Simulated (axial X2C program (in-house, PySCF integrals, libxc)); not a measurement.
Low determinants of ScCl⁺ at the PBE0 level, 2c

Computed with an axial X2C code built on PySCF integrals. Two-component (2c) means X2C with spin–orbit coupling and atomic mean-field two-electron Coulomb and Gaunt terms. Basis: Sc dyall-cv3z [10s11p7d5f2g], Cl dyall-av3z [9s8p3d2f] (cores contracted in-house); Gaussian nuclei, density fitting, unrestricted open shells. Masses: Sc 44.956 u, Cl 34.969 u.

Search at 2.223 Å (vertical energies from the lowest determinant):

| ΔE (eV) | state | electrons beyond evenly filled partner blocks | electrons in ±ω = 1/2, 3/2, 5/2, 7/2 |
| --- | --- | --- | --- |
| 0.00 | Ω = 3/2 | ω = 3/2 | 28 9 0 0 |
| 0.02 | Ω = 5/2 | ω = 5/2 | 28 8 1 0 |
| 0.13 | Ω = 1/2 | ω = 1/2 | 29 8 0 0 |
| 4.66 | Ω = 9/2 | ω = 1/2, ω = 3/2, ω = 5/2 | 29 7 1 0 |
| 4.67 | Ω = 5/2 | ω = -1/2, 2 × ω = 3/2 | 29 8 0 0 |
| 4.75 | Ω = 1/2 | 2 × ω = -1/2, ω = 3/2 | 28 9 0 0 |
| 4.85 | Ω = 7/2 | ω = 1/2, 2 × ω = 3/2 | 29 8 0 0 |

Lowest determinant, Ω = 3/2 (⟨Sz⟩ = -0.50, ⟨Lz⟩ = 2.00 at PBE0): Re = 2.220 Å, ωe = 483.6 cm⁻¹.

The determinant in row 2 of the search, Ω = 5/2 (⟨Sz⟩ = 0.50, ⟨Lz⟩ = 2.00 at PBE0), was followed along the bond at PBE0; measured from the minimum of the lowest determinant it gives:

Te = 0.018 eV (142 cm⁻¹), Re = 2.219 Å, ωe = 483.7 cm⁻¹.

Question: Compare the bond of the determinant in row 2 with that of the lowest one.

Answer: At PBE0 its Re is 0.001 Å shorter and its force constant, which goes as ωe², is 1.00 times that of the lowest determinant. T0 ≈ Te + Δωe/2 = 142 + (0) = 142 cm⁻¹.

The search compares states at one distance, so a state with another bond length can lie lower; it is not exhaustive and yields mostly the lowest determinant of each block pattern, so other components and higher states of one pattern are missing. These are energies of single determinants, not of spin-adapted states; PBE0 term energies can be off by some tenths of an eV, and the functional has no current term. The lowest determinant need not be the ground state where others lie within half an eV.
